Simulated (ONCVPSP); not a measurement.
**Scattering properties, ONCV potential for platinum (Pt)**

| Item | Value |
| --- | --- |
| Element | platinum |
| Generator | ONCVPSP 4.0.1 |
| Type | optimised norm-conserving Vanderbilt (ONCV) |
| Functional | PBE |
| Relativity | scalar-relativistic |
| Frozen core | [Kr] 4d10 |
| Valence charge | 32 |
| Reference configuration | 4f14 5s2 5p6 5d9.5 6s0.5 |
| Partial waves | 5s+6s: rc 1.65 bohr, ncon 4, nbas 7, qcut 7.2 1/bohr, 3 projectors, debl 1.9 Ha; 5p: rc 1.50 bohr, ncon 3, nbas 8, qcut 9.8 1/bohr, 3 projectors, debl 0.4 Ha; 5d: rc 2.30 bohr, ncon 4, nbas 8, qcut 6 1/bohr, 3 projectors, debl 2.1 Ha; 4f: rc 0.90 bohr, ncon 5, nbas 10, qcut 23.1 1/bohr, local |
| Local potential | the f channel |
| Core correction | polynomial model core, fcfact 0.15 |

In the p channel the program set the typed energies aside and used -2.015, 0.250, 0.650 Ha.

The phase is arctan(r·R′/R) of the radial function R(r), unwrapped; energies in Ha, scanned from -5 to 5 Ha. A pole is an energy at which the radial function vanishes at the test radius. The pseudo phase is shifted by a multiple of π to meet the all-electron one at the reference energy, and phase errors are pseudo minus all-electron; the curves can meet again beyond the range given. Levels narrower than the energy grid can be missing from the lists of poles.

| channel | radius (bohr) | reference energy (Ha) | poles, all-electron | poles, pseudo | unbroken range about the reference energy with phases within 0.05 rad | phase error 1 Ha above the reference energy (rad) |
| --- | --- | --- | --- | --- | --- | --- |
| s | 1.67 | -0.19 | -3.41 | -3.41 | the whole range | +0.000 |
| p | 1.52 | -2.02 | -0.93 | -0.93 | the whole range | +0.000 |
| d | 2.34 | -0.19 | 0.14, 4.24 | 0.14, 4.24 | the whole range | +0.000 |
| f | 0.91 | -2.53 | -1.48 | -1.41 | -3.5 to 0.5 | +0.011 |

Note: ghosts flagged at negative energy: s at -931.6 eV, p at -393.3 eV, d at -265.3 eV; GHOST(+) flagged for s at 500.6 eV. A true bound ghost makes a file unfit for plane-wave use.

Phases in the f channel:

```
E (Ha)  all-electron  pseudo
 -4.96         0.765   0.822
 -4.72         0.672   0.736
 -4.48         0.549   0.622
 -4.24         0.385   0.465
 -4.00         0.166   0.249
 -3.76        -0.110  -0.035
 -3.52        -0.416  -0.363
 -3.28        -0.703  -0.675
 -3.04        -0.938  -0.928
 -2.80        -1.116  -1.114
 -2.56        -1.250  -1.250
 -2.32        -1.352  -1.351
 -2.08        -1.432  -1.428
 -1.84        -1.496  -1.489
 -1.60        -1.548  -1.538
 -1.36        -1.593  -1.579
 -1.12        -1.631  -1.614
 -0.88        -1.666  -1.644
 -0.64        -1.697  -1.671
 -0.40        -1.725  -1.695
 -0.16        -1.752  -1.717
  0.08        -1.777  -1.738
  0.32        -1.802  -1.757
  0.56        -1.826  -1.775
  0.80        -1.850  -1.792
  1.04        -1.873  -1.810
  1.28        -1.898  -1.826
  1.52        -1.923  -1.843
  1.76        -1.948  -1.859
  2.00        -1.975  -1.875
  2.24        -2.004  -1.892
  2.48        -2.034  -1.909
  2.72        -2.066  -1.926
  2.96        -2.101  -1.944
  3.20        -2.139  -1.962
  3.44        -2.180  -1.982
  3.68        -2.226  -2.002
  3.92        -2.277  -2.023
  4.16        -2.333  -2.045
  4.40        -2.396  -2.068
  4.64        -2.466  -2.094
  4.88        -2.545  -2.121
```
